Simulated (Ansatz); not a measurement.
Geometry optimisation, Ansatz, UKS BHLYP-D4/def2-SVP.

Input:

```yaml
crystal:
  periodic: [false, false, false]
  atoms:
    - { symbol: Al, position_ang: [0.113237, 0.632273, -0.567028] }
    - { symbol: F, position_ang: [0.057589, 0.555038, 2.319767] }
    - { symbol: O, position_ang: [1.549501, -0.212173, -0.833607] }
    - { symbol: H, position_ang: [1.687558, -1.151975, -0.920387] }
    - { symbol: F, position_ang: [-1.305727, -0.196784, -0.337761] }
    - { symbol: F, position_ang: [-0.182759, -0.578279, 2.879116] }
magnetization:
  spin_polarized: true
  initial_magnetization: 1
basis:
  gaussian: { orbitals: def2-SVP }
hamiltonian:
  xc: { name: BHLYP }
  dispersion: d4
relax:
  f_tol: 0.03
  max_steps: 50
output:
  orbitals: {}
```

Launched with:

```bash
$ ansatz run input.yaml --threads 2 --pin off --max-ram 3072MiB --backend cpu --events-out ev --progress --plain --runs-dir out
```

Q: Where does it end, and by what steps?

A: The run converged. After 26 steps the energy has fallen by 6.339 eV; Al1 moved furthest, 1.27 Å. Parted: F2–F6. Joined: Al1–F2, Al1–F6.

```json
{"step": "0", "energy less start (eV)": "0.0000", "largest force component (eV/Å)": "3.782", "accepted": "yes"}
{"step": "1", "energy less start (eV)": "-0.1607", "largest force component (eV/Å)": "0.566", "accepted": "yes"}
{"step": "2", "energy less start (eV)": "-0.1641", "largest force component (eV/Å)": "0.529", "accepted": "yes"}
{"step": "3", "energy less start (eV)": "-0.1696", "largest force component (eV/Å)": "0.313", "accepted": "yes"}
{"step": "4", "energy less start (eV)": "-0.1731", "largest force component (eV/Å)": "0.142", "accepted": "yes"}
{"step": "5", "energy less start (eV)": "-0.1821", "largest force component (eV/Å)": "0.312", "accepted": "yes"}
{"step": "6", "energy less start (eV)": "-0.2149", "largest force component (eV/Å)": "0.784", "accepted": "yes"}
{"step": "7", "energy less start (eV)": "-0.4846", "largest force component (eV/Å)": "4.066", "accepted": "yes"}
{"step": "8", "energy less start (eV)": "-2.8556", "largest force component (eV/Å)": "7.957", "accepted": "yes"}
{"step": "9", "energy less start (eV)": "-4.9313", "largest force component (eV/Å)": "3.502", "accepted": "yes"}
{"step": "10", "energy less start (eV)": "-5.6269", "largest force component (eV/Å)": "1.041", "accepted": "yes"}
{"step": "11", "energy less start (eV)": "-5.8135", "largest force component (eV/Å)": "0.780", "accepted": "yes"}
{"step": "12", "energy less start (eV)": "-5.8634", "largest force component (eV/Å)": "0.510", "accepted": "yes"}
{"step": "13", "energy less start (eV)": "-5.9309", "largest force component (eV/Å)": "0.835", "accepted": "yes"}
{"step": "14", "energy less start (eV)": "-5.9999", "largest force component (eV/Å)": "0.407", "accepted": "yes"}
{"step": "15", "energy less start (eV)": "-6.0826", "largest force component (eV/Å)": "0.325", "accepted": "yes"}
{"step": "16", "energy less start (eV)": "-6.1382", "largest force component (eV/Å)": "0.275", "accepted": "yes"}
{"step": "17", "energy less start (eV)": "-6.1909", "largest force component (eV/Å)": "0.695", "accepted": "yes"}
{"step": "18", "energy less start (eV)": "-6.2639", "largest force component (eV/Å)": "0.708", "accepted": "yes"}
{"step": "19", "energy less start (eV)": "-6.1364", "largest force component (eV/Å)": "2.007", "accepted": "no"}
{"step": "20", "energy less start (eV)": "-6.3232", "largest force component (eV/Å)": "0.246", "accepted": "yes"}
{"step": "21", "energy less start (eV)": "-6.3256", "largest force component (eV/Å)": "0.724", "accepted": "yes"}
{"step": "22", "energy less start (eV)": "-6.3370", "largest force component (eV/Å)": "0.279", "accepted": "yes"}
{"step": "23", "energy less start (eV)": "-6.3340", "largest force component (eV/Å)": "0.429", "accepted": "no"}
{"step": "24", "energy less start (eV)": "-6.3390", "largest force component (eV/Å)": "0.045", "accepted": "yes"}
{"step": "25", "energy less start (eV)": "-6.3392", "largest force component (eV/Å)": "0.041", "accepted": "yes"}
{"step": "26", "energy less start (eV)": "-6.3394", "largest force component (eV/Å)": "0.004", "accepted": "yes"}
```

```xyz
6
Properties=species:S:1:pos:R:3
Al 0.048 -0.105 0.463
F 0.191 1.247 1.604
O 1.482 -0.543 -0.258
H 1.695 -0.842 -1.132
F -1.406 -0.115 -0.299
F -0.091 -0.594 2.163
```

Run time: 97 s on 2 threads of AMD EPYC 7R43 64-Core Processor (Zen 3), on a shared host, peak memory 0.26 GiB.
